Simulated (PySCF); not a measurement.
# Stationary points of SbSCl₃

Level of theory: PBE in PySCF with Sb def2-SVP with ECP28, S def2-SVP, Cl def2-SVP; scalar-relativistic core potentials, no spin–orbit coupling; density-fitted integrals.

Relaxations began from a few typed shapes. The search is not exhaustive: other isomers or separated fragments can lie lower, and high-lying points may rest on an excited occupation.

(1) Which is the lowest minimum found?
A. singlet C3v: Sb–Cl 2.366 Å (×3), Sb–S 2.230 Å; Cl–Sb–Cl 99.8° (×3), Cl–Sb–S 118.0° (×3)
B. singlet Cs: Sb–Cl 2.387 Å, Sb–Cl 2.755 Å (×2), Sb–S 2.348 Å, S–Cl 2.498 Å (×2); Cl–Sb–Cl 98.6° (×2), Cl–Sb–Cl 115.9°, Cl–Sb–S 58.0° (×2), Cl–Sb–S 105.0°, Cl–S–Cl 138.4°

Results:

(1) A. The others lie at 44.4 (singlet Cs, a saddle point) kJ/mol above it.

Counting electrons, antimony keeps none of its valence electrons outside its bonds, so the VSEPR class is AX4 and the expected shape is tetrahedral; with unlike ligands the computed point group is C3v.
